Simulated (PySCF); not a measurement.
**Diatomic anions of F with the chalcogens**

PBE0 with double-zeta basis sets in PySCF, for the lowest determinant that a PBE0 search found; no spin–orbit coupling. De refers to high-spin ground-configuration atoms (the charge goes to the atom of lower measured ionisation energy or higher electron affinity, which is not always the lowest computed limit). A positive dipole points towards F; it is taken about the centre of mass and depends on that origin.

| M | basis | charged atom | state (unpaired electrons) | Re (Å) | ωe (cm⁻¹) | De (eV) | μ (D) |
| --- | --- | --- | --- | --- | --- | --- | --- |
| O | aug-cc-pVDZ | F− | singlet (closed shell) | 1.493 | 827 | 1.04 | 1.71 |
| S | aug-cc-pV(D+d)Z/aug-cc-pVDZ | F− | singlet (closed shell) | 1.738 | 665 | 2.52 | 1.18 |
| Se | aug-cc-pVDZ-PP/aug-cc-pVDZ | F− | singlet (closed shell) | 1.870 | 554 | 2.40 | -0.84 |
| Te | aug-cc-pVDZ-PP/aug-cc-pVDZ | F− | singlet (closed shell) | 2.026 | 509 | 2.50 | -1.63 |

By what factor does the bond length vary along the series?

At PBE0 it runs from 1.493 Å (OF⁻) to 2.026 Å (TeF⁻), a factor of 1.36.

Relativity is treated differently too: O no relativity; S no relativity; Se scalar-relativistic core potentials; Te scalar-relativistic core potentials.

Down a group bonds as a rule get longer and wavenumbers fall, partly through the reduced mass; this series shows no clear exception.

These are scalar-relativistic numbers at best; spin–orbit coupling would shift them, the dissociation energy most. For an ion De counts to the pair picked by the measured ionisation energies or electron affinities, which need not be the lowest pair at this level. The highest Kohn–Sham level is positive in some of these anions. Much of that is self-interaction error, but it also means that the finite basis helps to hold the extra electron.
